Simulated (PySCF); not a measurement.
BI and its ions

RHF; B aug-cc-pVDZ, I aug-cc-pVDZ-PP with ECP28; scalar-relativistic core potentials (PySCF 2.14). Neutral (RHF): singlet (closed shell), Re = 2.168 Å, ωe = 562 cm⁻¹, De = 2.20 eV, HOMO -9.89 eV, LUMO 0.74 eV.

BI⁺ (UHF): doublet (σ ↑), Re = 1.978 Å, ωe = 787 cm⁻¹, De = 1.93 eV to B⁺ + I. The energies at the minima are -319.26516 hartree for BI and -318.95961 for BI⁺.

(1) Work out the adiabatic ionisation energy, without and with harmonic zero-point energies (1 hartree = 27.2114 eV, 1 eV = 8065.5 cm⁻¹), and the change of the bond length.

BI⁻ (UHF): doublet (π ↑), Re = 2.744 Å, ωe = 152 cm⁻¹. The energies at the minima are -319.26516 hartree for BI and -319.28433 for BI⁻.

(2) Work out the adiabatic electron affinity, without and with harmonic zero-point energies (1 hartree = 27.2114 eV, 1 eV = 8065.5 cm⁻¹), and the change of the bond length.

These are scalar-relativistic numbers at best; spin–orbit coupling would shift them, the dissociation energy most. For an ion De counts to the pair picked by the measured ionisation energies or electron affinities, which need not be the lowest pair at this level. Where the molecule has an RHF reference, its open-shell atoms are computed with UHF. Hartree–Fock leaves out correlation, which carries a large part of most bond energies and some tenths to 1 eV of ionisation energies. States were picked by a PBE0 search and need not be the measured ground states.

Neutral and ion stand on different kinds of reference determinant, which adds to the error of the difference.

Results:

(1) At HF: 0.30555 hartree = 8.314 eV between the minima; the zero-point term (787.0 − 562.0)/2 cm⁻¹ = +0.014 eV makes it 8.328 eV. Re changes by -19.0 pm against the neutral. Minus the HOMO energy is 9.89 eV, +1.58 eV from the value between the minima; Hartree–Fock orbital energies leave out relaxation and correlation. The electron leaves a σ orbital, and the shorter bond of the ion fits an antibonding orbital, or a change in how ionic the bond is.

(2) At HF: 0.01917 hartree = 0.522 eV between the minima; the zero-point term (562.0 − 152.0)/2 cm⁻¹ = +0.025 eV makes it 0.547 eV. Re changes by +57.6 pm against the neutral. The electron enters a π orbital, and the ion is left as a loose complex of an ion and an atom.
